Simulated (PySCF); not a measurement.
# Field gradients at the hydrogen positions

Species: C₂H₁₃NSi₃.
Cartesian coordinates in Å at the GFN2-xTB level; atoms count from 1:
```
atom  x, y, z in Å
C1    -0.192    1.976   -0.327
Si2   -0.663    0.220    0.240
N3    -1.986    0.471    1.341
Si4   -1.109   -1.163   -1.574
C5     0.721   -0.501    1.345
Si6    2.428   -0.674    0.543
H7    -1.014    2.457   -0.848
H8     0.078    2.607    0.515
H9     0.654    1.949   -1.006
H10   -2.316   -0.304    1.893
H11   -2.772    1.026    1.042
H12   -1.397   -2.548   -1.177
H13   -0.019   -1.239   -2.552
H14   -2.295   -0.739   -2.334
H15    0.405   -1.483    1.699
H16    0.815    0.121    2.235
H17    2.346   -1.561   -0.621
H18    3.379   -1.244    1.505
H19    2.928    0.637    0.121
```

Level: PBE0/pcSseg-1 (PySCF, non-relativistic); Q(2H) = 0.00286 b; rigid geometry, the same for H and D, with no vibrational averaging.

Question: Rank these positions by the coupling χzz of a deuteron there, largest first.
A. H7 (methyl hydrogen)
B. H19 (Si–H hydrogen)
C. H15 (methylene hydrogen)
D. H11 (N–H hydrogen)

Answer: D (289 kHz), A (220 kHz), C (215 kHz), B (109 kHz).

Tabulate Vzz, the asymmetry η and χzz = 234.96 MHz × Q × Vzz for every hydrogen position.

| atom | bonded to | bond length (Å) | Vzz (au) | η | χzz (kHz) |
| --- | --- | --- | --- | --- | --- |
| H7 | C1 | 1.086 | 0.3267 | 0.01 | 220 |
| H8 | C1 | 1.086 | 0.3266 | 0.02 | 219 |
| H9 | C1 | 1.086 | 0.3259 | 0.01 | 219 |
| H10 | N3 | 1.007 | 0.4295 | 0.16 | 289 |
| H11 | N3 | 1.007 | 0.4301 | 0.16 | 289 |
| H12 | Si4 | 1.470 | 0.1620 | 0.01 | 109 |
| H13 | Si4 | 1.466 | 0.1642 | 0.01 | 110 |
| H14 | Si4 | 1.470 | 0.1615 | 0.01 | 109 |
| H15 | C5 | 1.091 | 0.3205 | 0.01 | 215 |
| H16 | C5 | 1.090 | 0.3206 | 0.02 | 215 |
| H17 | Si6 | 1.466 | 0.1609 | 0.02 | 108 |
| H18 | Si6 | 1.468 | 0.1603 | 0.01 | 108 |
| H19 | Si6 | 1.465 | 0.1623 | 0.01 | 109 |

Average by the element that carries the hydrogen.

on C: 218 kHz over 5 positions, mean bond length 1.088 Å; on N: 289 kHz over 2 positions, mean bond length 1.007 Å; on Si: 109 kHz over 6 positions, mean bond length 1.468 Å.

The structure is a single GFN2-xTB conformer in the gas phase; no vibrational or solvent corrections. GFN2-xTB bond lengths can be off by several hundredths of an ångström, more for odd bonds, and the gradients follow them. With a basis this small, the couplings can be 20 % off.
